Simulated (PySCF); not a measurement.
**Polarisability and C₆ of Bi⁻ (bismuth, charge -1)**

[Xe] 4f14 5d10 6s2 6p4, high-spin 3P determinant. All numbers are calculated (PySCF 2.14, a scalar-relativistic core potential, in def2-TZVPPD with the def2 core potential (60 electrons)). Coupled (time-dependent) response in atomic units; α is the mean over directions.

| method | mean α (bohr³) | α xx, yy, zz | C₆ (like pair) | S(−4) |
| --- | --- | --- | --- | --- |
| UHF | 105.6 | 94.03, 128.8, 94.03 | 1691 | 3908 |
| LC-wPBE | 109.6 | 97.16, 134.6, 97.16 | 1779 | 4120 |

S(−4) is the Cauchy moment in α(ω) = α(0) + S(−4) ω² + …

Spin-orbit coupling is absent.

α(iu) at LC-wPBE:

```
u (hartree)  α(iu) (bohr³)
          0          109.6
     0.0500          100.6
      0.100          82.54
      0.200          52.20
      0.300          34.82
      0.500          18.92
      0.750          11.19
       1.00          7.646
       1.50          4.463
       2.00          3.025
       3.00          1.699
       5.00         0.7609
```

A single London oscillator, α(iu) = α/(1 + u²/ω²), gives C₆ = (3/4) ω α². Matching the computed C₆ needs ω = 4 × 1779 / (3 × 109.6²) = 0.197 hartree.

For an ion, C₆ is the dispersion term alone; charge-induced terms of lower order in 1/R come first.

The components differ because the open shell of this determinant is not spherical; for a pure term their mean is the scalar polarisability.

Energies and moments cover only the electrons outside the core potential. Spin-orbit coupling is strong in this species (close to jj coupling), so the high-spin LS determinant is a model state, not a physical level.
